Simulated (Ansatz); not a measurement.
Isolated molecules relaxed with PBE0-D4/def2-TZVP in Ansatz; ΔE leaves out vibrations. CCSD(T)/CBS adds triple-zeta CCSD(T) − MP2 to the extrapolated MP2 energy (def2 sets, frozen cores). This one scheme is used for every species. DFT in def2-TZVPP. B3LYP here is the variant with VWN-RPA as its local correlation; programs differ in this. For Ge outer-core shells are correlated without core-valence functions, which leaves a few kJ/mol of doubt a bond. Scalar relativity is left out up to krypton. One conformer a species, not always the lowest.

Reaction (germylene formation by 1,1-elimination): `[NH2][GeH]([F])[Cl]` → H–F + `[NH2][Ge][Cl]`

`[NH2][GeH]([F])[Cl]`:

Cartesian coordinates in Å:
```
N 0.190 0.289 -1.136
Ge 0.053 -0.326 0.553
F 0.034 0.959 1.723
Cl -1.851 -1.264 0.724
H -0.633 0.758 -1.487
H 1.014 0.838 -1.335
H 1.193 -1.254 0.957
```

H–F:

Cartesian coordinates in Å:
```
F -0.355 0.201 -0.212
H 0.355 -0.201 0.212
```

`[NH2][Ge][Cl]`:

Cartesian coordinates in Å:
```
N 0.612 0.246 -0.233
Ge -1.125 0.722 -0.043
Cl -1.776 -1.183 0.867
H 0.989 -0.648 0.043
H 1.300 0.865 -0.633
```

```tsv
level	ΔE (kJ/mol)
B3LYP	80.3
MP2/def2-TZVPP	119.9
```

(1) What does CCSD(T)/CBS give? (Estimate.)

Largest T1 diagnostic among the species: 0.013.

## Answers

(1) The calculation gave: +97.6 kJ/mol. The listed levels differ from it by -17.3, 22.3 kJ/mol.

From r2SCAN to r2SCAN0 (25 % exact exchange), in def2-TZVPP and without D4, ΔE moves by +5.8 kJ/mol. Leaving LDA and LC-ωPBE aside and taking each functional with its dispersion term where it has one, the values, not all of them listed here, spread over 53.9 kJ/mol, from BLYP-D4 to PBE-QIDH. LDA lies +28.6 kJ/mol from PBE without D4. The D4 term adds +5.6 kJ/mol with B3LYP and +3.1 kJ/mol with PBE0; it sums over pairs of atoms, weighted by their polarisabilities, and B3LYP, whose exchange is more repulsive, gets the larger term.
